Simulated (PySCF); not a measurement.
How methods differ on the excitation energy of O⁺

O⁺ [He] 2s2 2p3 (4S) → O⁺ [He] 2s1 2p3 3d1 (6D), as a difference of total energies. Computed with PySCF 2.14 in aug-cc-pVTZ with one added diffuse shell each of s, p, d, f type (6s5p4d3f, 62 functions), with the non-relativistic Hamiltonian (point nucleus). Correlated levels: valence: 1s2 frozen. The calculations carry no spin-orbit coupling.

| method | excitation energy (cm⁻¹) |
| --- | --- |
| UHF | 274030 |
| MP2 (valence) | 288930 |
| SCS-MP2 (valence) | 292170 |
| CCSD (valence) | 291030 |
| CCSD(T) (valence) | 291370 |

The upper state lies above the first ionisation limit, but in LS coupling its spin forbids autoionisation to the ground ion. A Rydberg-like electron needs more diffuse functions than a valence basis has.

The promoted electron is Rydberg-like, and one or two diffuse shells describe it only roughly, which tends to raise the upper state.
